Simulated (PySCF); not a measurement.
As₂H₆Si.

```xyz
9

Si     0.0000     0.0000     1.0297
As     2.0022     0.0000    -0.2075
As    -2.0022     0.0000    -0.2075
H      0.0000    -1.2098     1.9040
H      0.0000     1.2098     1.9040
H      1.5098     1.1013    -1.1319
H      1.5098    -1.1013    -1.1319
H     -1.5098    -1.1013    -1.1319
H     -1.5098     1.1013    -1.1319
```
Charge 0, spin multiplicity 1.

Geometry optimised at ωB97X-D3(BJ)/def2-SVP. The structure was generated by enumeration, and PubChem lists no compound with its InChIKey, so it may never have been made.

Computed with PBE/pcSseg-1 in PySCF. Non-relativistic, no solvent.

Computed absolute GIAO shielding of each atom: isotropic value and principal components (ppm):
```
atom  σ(iso)     σ11     σ22     σ33   span
----  ------  ------  ------  ------  -----
Si1    388.3   328.4   408.2   428.3   99.8
As2   1735.3  1645.5  1732.4  1828.1  182.6
As3   1735.3  1645.5  1732.4  1828.1  182.6
H4      26.8    22.3    25.5    32.6   10.3
H5      26.8    22.3    25.5    32.6   10.3
H6      29.1    22.6    25.3    39.4   16.8
H7      29.1    22.6    25.3    39.4   16.8
H8      29.1    22.6    25.3    39.4   16.8
H9      29.1    22.6    25.3    39.4   16.8
```
